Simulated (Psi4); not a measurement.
C$_{3}$H$_{2}$N, doublet (typed; the unrestricted solution is spin-contaminated), at a GFN2-xTB geometry. Base run: MP2/aug-cc-pVDZ in Psi4.

Here is a job for Psi4.
```
memory 2 GB

molecule {
0 2
  C    -0.15895887   -1.79696753    0.01837023
  C    -0.04522191   -0.51121592    0.00522611
  C     0.07111146    0.80388707   -0.00821806
  H    -1.12145639   -2.29501249    0.00644536
  H     0.70119490   -2.45587860    0.04212256
  N     0.17409677    1.96809562   -0.02011966
}

set basis aug-cc-pvdz
set reference uhf
set freeze_core true

energy('mp2')
print_variables()
```

Variants of this job, named by their change:

```json
[
 {"change": "base", "basis functions": "110", "E (Eh)": "-169.62855", "MP2 correlation (Eh)": "-0.47664", "outcome": "converged"},
 {"change": "basis = STO-3G", "basis functions": "22", "E (Eh)": "-", "MP2 correlation (Eh)": "-", "outcome": "not converged"},
 {"change": "basis = 6-31G*", "basis functions": "64", "E (Eh)": "-169.58761", "MP2 correlation (Eh)": "-0.45466", "outcome": "converged"},
 {"change": "basis = 6-31+G*", "basis functions": "80", "E (Eh)": "-169.59710", "MP2 correlation (Eh)": "-0.45968", "outcome": "converged"},
 {"change": "basis = def2-SVPD", "basis functions": "96", "E (Eh)": "-169.48596", "MP2 correlation (Eh)": "-0.48038", "outcome": "converged"},
 {"change": "basis = 6-311++G**", "basis functions": "102", "E (Eh)": "-169.66517", "MP2 correlation (Eh)": "-0.49090", "outcome": "converged"},
 {"change": "basis = aug-pcseg-1", "basis functions": "110", "E (Eh)": "-169.57488", "MP2 correlation (Eh)": "-0.48131", "outcome": "converged"},
 {"change": "basis = cc-pVTZ", "basis functions": "148", "E (Eh)": "-169.76032", "MP2 correlation (Eh)": "-0.56987", "outcome": "converged"},
 {"change": "basis = pcseg-2", "basis functions": "148", "E (Eh)": "-169.74677", "MP2 correlation (Eh)": "-0.56181", "outcome": "converged"},
 {"change": "basis = def2-TZVPP", "basis functions": "152", "E (Eh)": "-169.76387", "MP2 correlation (Eh)": "-0.56745", "outcome": "converged"},
 {"change": "basis = def2-TZVPD", "basis functions": "166", "E (Eh)": "-169.76088", "MP2 correlation (Eh)": "-0.56493", "outcome": "converged"},
 {"change": "basis = aug-cc-pVTZ", "basis functions": "230", "E (Eh)": "-169.77077", "MP2 correlation (Eh)": "-0.57876", "outcome": "converged"},
 {"change": "basis = def2-QZVP", "basis functions": "288", "E (Eh)": "-169.81049", "MP2 correlation (Eh)": "-0.60740", "outcome": "converged"}
]
```

Totals compare only among sets that treat the same electrons; sets with core potentials leave the core out.

Open shells are given as the SCF converged; they aren't shown to be the lowest states, and a large step between rows can be another state.
